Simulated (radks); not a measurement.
The numbers below are computed, except where a source is named.
Ge VII, 26 electrons, occupied as [Ar] 3d8. Code: a radial shooting solver on a logarithmic mesh with Libxc functionals. Model: Dirac Kohn-Sham, exchange-only PBE, spin-unpolarised, spherical densities, finite nucleus; open shells fill j = l - 1/2 first; Fermi nuclear charge, rms radius 4.0742 fm. Some entries of the table are withheld. Estimate them.

orbital  occ.  eigenvalue (eV)  <r^2> (bohr^2)  <1/r> (bohr^-1)
1s1/2       2        -11068.94        0.002973            32.38
2s1/2       2        -1481.952         0.05195            7.150
2p1/2       2        -1330.507             (1)              (2)
2p3/2       4        -1298.622             (3)              (4)
3s1/2       2        -272.4161          0.4312            2.337
3p1/2       2        -222.0946          0.4521              (5)
3p3/2       4        -217.5653          0.4657              (6)
3d3/2       4        -131.7289          0.5263            1.929
3d5/2       4        -131.0415          0.5315            1.917

Answer. 
(1) 2p1/2 <r^2> (bohr^2): 0.04032
(2) 2p1/2 <1/r> (bohr^-1): 7.112
(3) 2p3/2 <r^2> (bohr^2): 0.04181
(4) 2p3/2 <1/r> (bohr^-1): 6.918
(5) 3p1/2 <1/r> (bohr^-1): 2.223
(6) 3p3/2 <1/r> (bohr^-1): 2.177
